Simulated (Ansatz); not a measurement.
`CC(=O)C(C(C)=O)C(C)C` + `O[SiH](F)F` → `CC(C)O[SiH](F)F` + `CC(=O)CC(C)=O`  (substitution at a C–C bond)

Program: Ansatz. Geometries: PBE0-D4/def2-TZVP. ΔE: electronic, gas phase. CCSD(T)/CBS is the MP2 limit (def2-TZVPP, def2-QZVPP) plus CCSD(T) − MP2 in def2-TZVPP, frozen cores. Functionals use def2-TZVPP. B3LYP here is the variant with VWN-RPA as its local correlation; programs differ in this. One conformer a species, not always the lowest.

(1) Is it downhill or uphill in electronic energy at CCSD(T)/CBS, and by how much? (Best estimate.)

(2) What do these levels give: PBE-D4, PBE0-D4, B3LYP-D4, ωB97X-V, ωB97M-V, B2PLYP, r2SCAN, PBE0, HF/def2-TZVPP, HF/def2-QZVPP, MP2/def2-QZVPP, CCSD/CBS(def2)? (An estimate is asked.)

Largest T1 diagnostic among the species: 0.015.

Results:

(1) The calculation gave: Uphill: ΔE = +43.1 kJ/mol.

(2) The calculation gave: PBE-D4 33.3, PBE0-D4 35.7, B3LYP-D4 27.9, ωB97X-V 34.1, ωB97M-V 38.1, B2PLYP 28.5, r2SCAN 29.8, PBE0 28.0, HF/def2-TZVPP 8.4, HF/def2-QZVPP 7.5, MP2/def2-QZVPP 53.1, CCSD/CBS(def2) 38.4 kJ/mol.

The D4 term adds +12.8 kJ/mol with B3LYP and +7.8 kJ/mol with PBE0; it sums over pairs of atoms, weighted by their polarisabilities, and B3LYP, whose exchange is more repulsive, gets the larger term. In def2-TZVPP, CCSD(T) changes the Hartree–Fock value by +35.4 kJ/mol (the triples alone add +4.7 kJ/mol) and MP2 by +45.4 kJ/mol. From PBE to PBE0 (25 % exact exchange), in def2-TZVPP and without D4, ΔE moves by +3.3 kJ/mol.
